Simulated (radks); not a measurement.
Numerical settings for neutral hafnium, [Xe] 4f14 5d2 6s2. Calculated with a radial shooting solver on a logarithmic mesh with Libxc functionals: scalar-relativistic Kohn-Sham, LDA (Slater exchange, Perdew-Wang correlation), spin-polarised, spherical densities, finite nucleus; open shells are filled with parallel spins first (spin-orbit coupling, left out, can overturn this in heavy ions); Fermi nuclear charge, rms radius 5.347 fm. The defaults (mesh step 0.008 in ln r, mesh end at 40 bohr or more with all orbitals vanishing there, Anderson mixing 0.5 over 9 steps, residual threshold near 1e-9 with the energy settled to 1e-9 hartree or 1e-11 of itself, here a cap of 89 iterations) give E = -15067.1697 hartree and 5d at -3.234 eV in 15 iterations. Run on one thread of a shared host, so times are rough (Arm Neoverse V1): 0.31 s of CPU time, 0.31 s wall, 15 iterations on 2440 mesh points. Changes against that run (0 stands for a change within the tolerance of the run):

| setting | iterations | converged | E (mhartree) | e(5d) (meV) | CPU (s) |
|---|---|---|---|---|---|
| mesh step in ln r 0.012 | 15 | yes | 0 | 0 | 0.22 |
| mesh step in ln r 0.08 | 4 | no | diverged | - | 0.04 |
| mesh step in ln r 0.05 | 15 | yes | +0.177 | -0.00731 | 0.07 |
| mesh end (bohr) 20 | 15 | yes | 0 | +0.00376 | 0.3 |
| mesh end (bohr) 12 | 15 | yes | +0.0876 | +9.24 | 0.29 |
| residual threshold 1e-16 | 89 | no | 0 | 0 | 0.73 |
| residual threshold 0.01 | 11 | yes | 0 | -0.276 | 0.26 |
| mixing 2.5 | 24 | yes | 0 | 0 | 0.49 |
| linear mixing, mixing 0.2 | 87 | yes | 0 | 0 | 1.2 |
| linear mixing, mixing 0.5 | 49 | yes | 0 | 0 | 0.79 |
| mixing history 20 | 22 | yes | 0 | 0 | 0.4 |
| iteration cap 5 | 5 | no | +10.9 | +258 | 0.13 |

No run marked as converged misses the energy by more than 1 mhartree. A mesh that ends early acts as a hard wall.
